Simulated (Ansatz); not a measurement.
Consider the ligand exchange at a Zn–C bond: `C[CH2][ZnH]` + `C[SiH2]O` → `C[SiH2][O][ZnH]` + `CC`.

Gas-phase electronic energies from Ansatz, PBE0-D4/def2-TZVP geometries. CCSD(T)/CBS adds triple-zeta CCSD(T) − MP2 to the extrapolated MP2 energy (def2 sets, frozen cores). This one scheme is used for every species. DFT in def2-TZVPP. For Zn outer-core shells are correlated without core-valence functions, which leaves a few kJ/mol of doubt a bond. Scalar relativity is left out up to krypton. Each species was taken in one conformer, which may not be the lowest.

| level | ΔE (kJ/mol) |
| --- | --- |
| LDA (SPW92) | -96.4 |
| B97M-V | -115.2 |
| r2SCANh-D4 | -111.3 |
| ωB97M-V | -106.9 |
| PBE-QIDH | -110.2 |
| CCSD/def2-SVP | -127.7 |
| MP2/def2-QZVPP | -112.5 |
| HF/CBS(def2) | -135.2 |

(1) What does CCSD(T)/CBS give? (An estimate is asked.)

Largest T1 diagnostic among the species: 0.015.

Results:

(1) Computed: -112.2 kJ/mol. The listed levels differ from it by 15.8, -3.0, 0.9, 5.3, 2.0, -15.5, -0.3, -23.0 kJ/mol.

From PBE to PBE0 (25 % exact exchange), in def2-TZVPP and without D4, ΔE moves by −4.5 kJ/mol. Leaving LDA and LC-ωPBE aside and taking each functional with its dispersion term where it has one, the values, not all of them listed here, spread over 20.8 kJ/mol, from BHLYP-D4 to revPBE-D4. At CCSD(T), def2-SVP lies −13.1 kJ/mol from the extrapolated value and def2-TZVPP +0.2 kJ/mol.
